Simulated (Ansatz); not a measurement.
`O[SiH]O[SiH](O)F`, charge 0, multiplicity 2.

Give a relaxed structure at PBE0-D4/def2-TZVP (Ansatz 0.2.0). (An estimate is asked.)

The calculation gave: 
Z-matrix (Å, degrees):
```
Si
O 1 1.619
F 1 1.601 2 110.4
O 1 1.621 2 111.9 3 117.9
H 1 1.466 2 107.5 3 -117.8
H 2 0.958 1 120.0 3 -74.9
Si 4 1.650 1 140.0 2 -131.9
O 7 1.642 4 111.1 1 -26.1
H 7 1.490 4 107.9 1 -141.3
H 8 0.960 7 117.8 4 54.7
```
This is one stationary point; other conformers may exist.
